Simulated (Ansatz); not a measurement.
# Pulling the pair apart

The pair of Li⁺ (SMILES [Li+], atom 1) and SiF4 (SMILES F[Si](F)(F)F, atoms 2–6), both closed shells, in one local arrangement (a lower one may exist), relaxed at PBE0-D4/def2-TZVP:

| atom | x (Å) | y (Å) | z (Å) |
| --- | --- | --- | --- |
| Li1 | -0.0529 | -0.1144 | -2.7976 |
| F2 | -1.4169 | -0.3533 | 1.0923 |
| Si3 | 0.0121 | 0.0263 | 0.6413 |
| F4 | -0.0193 | -0.0408 | -0.9882 |
| F5 | 1.0829 | -1.0027 | 1.0707 |
| F6 | 0.3941 | 1.4851 | 0.9815 |

SiF4 is shifted rigidly along the line between the mean atom positions of the two fragments (negative: closer). Counterpoise interaction energies in kcal/mol. Computed with Ansatz 0.2.0 (basis: def2-TZVPPD); correlated methods freeze the cores. The outer core shell of Li, Na, Mg and K is correlated. B3LYP uses VWN-RPA correlation.

| shift (Å) | B3LYP-D4 | MP2 | PBE0-D4 |
| --- | --- | --- | --- |
| -0.18 | -19.46 | -16.75 | -18.59 |
| -0.09 | -21.34 | -18.88 | -20.46 |
| 0.00 | -21.83 | -19.60 | -20.97 |
| 0.09 | -21.48 | -19.44 | -20.65 |
| 0.22 | -20.24 | -18.43 | -19.45 |
| 0.45 | -17.44 | -15.64 | -16.61 |
| 0.91 | -12.73 | -10.73 | -11.84 |
| 1.81 | -6.36 | -5.54 | -6.03 |

(1) What does CCSD(T) give at these shifts? (To be estimated.)

No T1 diagnostic of these runs exceeds 0.012.

## Answers

(1) By the calculation: -17.00, -19.08, -19.75, -19.56, -18.50, -15.67, -10.73, -5.54 kcal/mol. For zero shift, CCSD(T) at an estimated basis limit (MP2 extrapolated from triple and quadruple zeta, plus CCSD(T) − MP2 in triple zeta) gives -20.47 kcal/mol. These are counterpoise interaction energies, counted from the two frozen fragments.

For scale, one of the runs: CCSD(T)/def2-TZVPPD, 230 basis functions, launched by `ansatz run in.yaml --threads 4 --pin off --events-out ev --progress --plain --max-ram 9574MiB`. Time: 2.7 min of wall clock on 4 CPU threads of an Arm Neoverse V1; the host was shared. Peak host memory: 4.4 GiB.
